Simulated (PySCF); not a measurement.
CH4FNOSi2, SMILES F[Si@H]1N=CO[SiH2]1.

The structure is a stationary point at r2SCAN-D4/def2-SVP. The structure was generated by enumeration; whether it is a known compound was not checked.

Computed with PySCF with r2SCAN-D4/def2-SVP.

Frequencies are harmonic and unscaled.

```
mode  ν (cm⁻¹)  IR (km/mol)          moving atoms (share of kinetic energy)
----  --------  -----------  ----------------------------------------------
1          112          0.8                  O 36 %, F 29 %, N 17 %, Si 9 %
2          159          3.9                         F 44 %, Si 29 %, H 22 %
3          253          3.7  F 27 %, C 18 %, H 18 %, Si 14 %, O 14 %, N 9 %
4          351         17.8                  Si 43 %, O 20 %, N 20 %, H 8 %
5          390         25.2                  H 43 %, Si 24 %, N 15 %, C 9 %
6          429          6.2                  Si 49 %, N 19 %, H 17 %, F 8 %
7          490         19.1                                 H 48 %, Si 40 %
8          649         23.3                 Si 33 %, H 27 %, O 26 %, N 12 %
9          694         21.7                          H 76 %, O 10 %, Si 9 %
10         704         48.1                  H 39 %, Si 23 %, C 22 %, O 9 %
11         719          8.8                          H 40 %, O 34 %, N 13 %
12         732         29.1                         H 49 %, N 26 %, Si 12 %
13         833         35.9                                  H 81 %, F 16 %
14         866        132.9                 H 40 %, N 25 %, O 17 %, Si 12 %
15         909        232.0                         Si 39 %, F 32 %, H 25 %
16         935         78.3                                 H 79 %, Si 14 %
17         999          3.6                                  H 61 %, C 34 %
18        1167        259.0                                  C 45 %, O 40 %
19        1376          5.3                                          H 88 %
20        1665        333.6                                  C 54 %, N 42 %
21        2239         76.7                                          H 98 %
22        2252         75.9                                          H 96 %
23        2269        122.5                                          H 97 %
24        3116         35.6                                   H 92 %, C 8 %
```
